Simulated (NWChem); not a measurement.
System: MgF cation; SMILES [F][Mg+]

Here is an NWChem input.

```
start job
memory heap 200 mb stack 700 mb global 900 mb
charge 1
geometry units angstroms
  Mg    -0.382139    -0.356716    -0.556684
  F      0.488878     0.456353     0.712176
end
basis spherical
  * library def2-svp
end
dft
  xc xpbe96 cpbe96
  disp vdw 4
  iterations 150
end
driver
  maxiter 120
end
task dft optimize
task dft freq
```

The level has its own optimisation; frequencies are unscaled.

Problem. Give the results of this calculation. (PBE-D3(BJ)/def2-SVP.) Quantities: r F–Mg (Å); highest harmonic frequency (cm⁻¹); zero-point energy (kcal/mol).

Solution. 
* **r F–Mg (Å)**: 1.738
* **highest harmonic frequency (cm⁻¹)**: 766
* **zero-point energy (kcal/mol)**: 1.1
